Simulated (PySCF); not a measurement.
# How methods differ on the interval between two levels of Ni

Ni [Ar] 3d8 4s2 [3F4, M_J = 4] → Ni [Ar] 3d10, as a difference of total energies. Calculation: PySCF 2.14, in x2c-SVPall-2c with one added diffuse shell each of s, d type (6s5p4d1f, 48 functions); the two-component X2C-1e Hamiltonian. Correlated levels: [Ne] frozen; the 6 highest virtual spinors dropped. "Screened" scales the spin-orbit matrix elements by Boettger's factors to mimic the two-electron term; Breit and QED terms are absent.

```csv
method,interval between two levels (cm⁻¹)
GHF (spin-free),48988
GMP2 (spin-free),-3269.9
GHF (screened spin-orbit),49992
GMP2 (screened spin-orbit),-2258.3
```

The labels give the starting determinants; with spin-orbit coupling the two ends relaxed to ⟨J²⟩ = 20.01, ⟨L²⟩ = 12.01, ⟨S²⟩ = 2.00 and ⟨J²⟩ = 0.00, ⟨L²⟩ = 0.00, ⟨S²⟩ = 0.00.
